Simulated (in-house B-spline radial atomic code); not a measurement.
Configurations of Sb²⁺, with energies counted from [Kr] 4d10 5s2 (5p1/2)1. Level of theory: Dirac-Hartree-Fock, average of each configuration as written, Fermi nucleus of rms radius 4.6802 fm; calculated with a B-spline radial code for spherical atoms. Energies include first-order Breit, QED and recoil terms.

Occupations are held fixed; configurations that lie above the ionisation limit could autoionise.

```csv
configuration,E - E(ref) (eV),highest orbital,its <r> (bohr)
[Kr] 4d10 (4f5/2)1 5s2,16.627,4f5/2,5.482
[Kr] 4d10 5s2 (8f7/2)1,22.581,8f7/2,28.49
[Kr] 4d10 (4f7/2)1 5s1 (5p1/2)1,24.393,4f7/2,5.396
[Kr] 4d10 5s1 (5p1/2)1 (9d5/2)1,30.002,9d5/2,24.69
[Kr] 4d10 5s1 (5p3/2)1 (9f7/2)1,31.734,9f7/2,36.41
```

(1) Order these further configurations by energy, lowest first.
A. [Kr] 4d10 5s2 (6g7/2)1
B. [Ar] (3d3/2)4 (3d5/2)5 4s2 4p6 4d10 5s2 (5p1/2)1 (9f7/2)1
C. [Kr] 4d10 5s2 (8d5/2)1
D. [Kr] (4d3/2)4 (4d5/2)5 5s2 (5p1/2)1 (9f5/2)1
E. [Kr] 4d10 5s2 (5p3/2)1

(2) How far above the reference does [Ar] (3d3/2)4 (3d5/2)5 4s2 4p6 4d10 5s2 (5p1/2)1 9s1 lie?

Results:

(1) E (0.80728 eV), A (21.17 eV), C (21.348 eV), D (57.262 eV), B (554.86 eV).

(2) 553.11 eV; its least bound orbital is 9s1/2 with <r> = 18.29 bohr.
